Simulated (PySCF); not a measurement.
# Relaxation of singlet ZrS₂

All numbers come from PBE0 in PySCF with Zr def2-TZVP with ECP28, S def2-TZVP; scalar-relativistic core potentials, no spin–orbit coupling; density-fitted integrals. A (50,194) grid was used.

A start displaced from a saddle point along its imaginary mode, of C2v symmetry, held to at least that symmetry:

```xyz
3
charge 0 multiplicity 1, angstrom
Zr    0.0154    0.0840    0.0000
S    -0.0216   -0.1180    2.2736
S    -0.0216   -0.1180   -2.2736
```

Optimiser trace:
```tsv
step	E − E(last) (kJ/mol)	largest gradient (Eh/bohr)
0	127.97	0.01383
1	115.49	0.02061
2	93.85	0.02099
3	68.85	0.02299
4	33.25	0.03889
5	11.93	0.02252
6	0.29	0.00254
7	0.07	0.00147
8	0.00	0.00020
9	0.00	0.00002
```

It ends at C2v with Zr–S 2.207 Å (×2); S–Zr–S 110.0° (after a last refinement on a finer grid). A frequency run shows a minimum. Other isomers or separated fragments may lie lower.

The relaxation took of the order of 2.1 core-minutes on a shared host.
